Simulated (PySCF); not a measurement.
Excitations are Tamm–Dancoff values on a coarser integration grid. The basis has no diffuse functions, so Rydberg states are missing or too high.

**C$_{6}$H$_{5}$F$_{3}$OSi, SMILES `O=CC1=CC(C(F)(F)F)=C[SiH2]1` (O–C–C–Si torsion 0°) (charge 0, multiplicity 1)**

All values below come from PBE-D3(BJ)/def2-TZVP // B3LYP-D3(BJ)/def2-SVP (PySCF).

- HOMO = -6.10 eV
- dipole moment = 0.322 e·Å
- HOMO–LUMO gap = 2.25 eV
- LUMO = -3.86 eV
- S1 excitation (TDA) = 2.35 eV
- S1 oscillator strength = 0.000
- brightest of the four lowest singlets (TDA) = 4.30 eV
- T1 excitation (TDA) = 2.09 eV
- S1–T1 gap (TDA) = 0.27 eV
- total energy = -895.3438 Ha
- cost = roughly 27 core-minutes

```xyz
16

O     -3.4928    -0.9615     0.8518
C     -2.3858    -1.3530     0.5465
C     -1.2527    -0.4588     0.2997
C     -0.0088    -0.8813    -0.0426
C      1.0052     0.1765    -0.2502
C      2.4034    -0.2336    -0.6317
F      2.3992    -0.9290    -1.7847
F      3.2191     0.8151    -0.7880
F      2.9385    -1.0365     0.3075
C      0.6031     1.4572    -0.0812
Si    -1.2298     1.4250     0.3898
H     -2.1723    -2.4484     0.4349
H      0.2589    -1.9369    -0.1655
H      1.2947     2.2904    -0.2171
H     -2.0945     2.0975    -0.6158
H     -1.4854     1.9772     1.7465
```
